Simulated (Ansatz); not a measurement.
Relaxation of CH$_{5}$AlFNSi (10 atoms, charge 0, multiplicity 1), to a largest force component of 0.02 eV/Å in at most 50 steps.

These are results of Ansatz, RKS BLYP-D4/def2-SVP, not measurements.

```xyz
10
Properties=species:S:1:pos:R:3:forces:R:3
N -0.741 -0.791 1.616 0.32 0.71 -1.70
Si 0.467 -0.262 0.431 0.53 0.68 1.58
F 1.716 -1.343 0.236 0.04 -0.07 0.07
C -0.219 0.112 -1.234 -2.88 -0.22 -0.89
Al 0.304 1.871 -0.650 1.22 0.34 1.13
H -0.306 -0.889 2.514 0.17 -0.23 1.11
H -1.123 -1.673 1.293 -0.45 -0.86 0.23
H 0.314 -0.300 -2.092 -0.19 -0.37 -0.72
H -1.388 -0.029 -1.211 1.59 -0.09 -0.47
H 1.060 3.255 -0.901 -0.35 0.11 -0.35
```

Q: Where does it end, and by what steps?

A: The run converged. The force dipped under the threshold on the way, but the program's further checks kept it going. After 39 steps the energy has fallen by 1.486 eV; H10 moved furthest, 1.98 Å. Joined: N1–Al5.

```json
{"step": "0", "energy less start (eV)": "0.0000", "largest force component (eV/Å)": "2.877", "accepted": "yes"}
{"step": "2", "energy less start (eV)": "-0.5138", "largest force component (eV/Å)": "0.541", "accepted": "yes"}
{"step": "4", "energy less start (eV)": "-0.5460", "largest force component (eV/Å)": "0.253", "accepted": "yes"}
{"step": "6", "energy less start (eV)": "-0.5605", "largest force component (eV/Å)": "0.457", "accepted": "yes"}
{"step": "8", "energy less start (eV)": "-0.5741", "largest force component (eV/Å)": "0.393", "accepted": "yes"}
{"step": "10", "energy less start (eV)": "-0.5864", "largest force component (eV/Å)": "0.204", "accepted": "yes"}
{"step": "12", "energy less start (eV)": "-0.5923", "largest force component (eV/Å)": "0.044", "accepted": "yes"}
{"step": "14", "energy less start (eV)": "-0.5930", "largest force component (eV/Å)": "0.023", "accepted": "yes"}
{"step": "16", "energy less start (eV)": "-0.5934", "largest force component (eV/Å)": "0.018", "accepted": "yes"}
{"step": "18", "energy less start (eV)": "-0.5948", "largest force component (eV/Å)": "0.291", "accepted": "yes"}
{"step": "20", "energy less start (eV)": "-0.6541", "largest force component (eV/Å)": "0.700", "accepted": "yes"}
{"step": "22", "energy less start (eV)": "-0.9505", "largest force component (eV/Å)": "0.951", "accepted": "yes"}
{"step": "24", "energy less start (eV)": "-1.0750", "largest force component (eV/Å)": "1.028", "accepted": "yes"}
{"step": "26", "energy less start (eV)": "-1.1262", "largest force component (eV/Å)": "0.514", "accepted": "yes"}
{"step": "28", "energy less start (eV)": "-1.2373", "largest force component (eV/Å)": "0.998", "accepted": "yes"}
{"step": "30", "energy less start (eV)": "-1.3927", "largest force component (eV/Å)": "0.914", "accepted": "yes"}
{"step": "32", "energy less start (eV)": "-1.4674", "largest force component (eV/Å)": "0.329", "accepted": "yes"}
{"step": "34", "energy less start (eV)": "-1.4714", "largest force component (eV/Å)": "0.341", "accepted": "no"}
{"step": "36", "energy less start (eV)": "-1.4857", "largest force component (eV/Å)": "0.039", "accepted": "yes"}
{"step": "38", "energy less start (eV)": "-1.4861", "largest force component (eV/Å)": "0.024", "accepted": "yes"}
{"step": "39", "energy less start (eV)": "-1.4862", "largest force component (eV/Å)": "0.008", "accepted": "yes"}
```

```xyz
10
Properties=species:S:1:pos:R:3
N -0.032 0.068 1.373
Si 1.173 -1.082 -0.028
F 0.013 -2.306 0.158
C 0.148 -0.044 -1.405
Al -0.484 1.211 -0.079
H 0.351 0.410 2.266
H -0.667 -0.714 1.596
H 0.697 0.396 -2.265
H -0.593 -0.772 -1.799
H -0.523 2.784 0.184
```

Time of the run: 100 s on 2 threads of Arm Neoverse V1, on a shared host, peak memory 0.18 GiB.
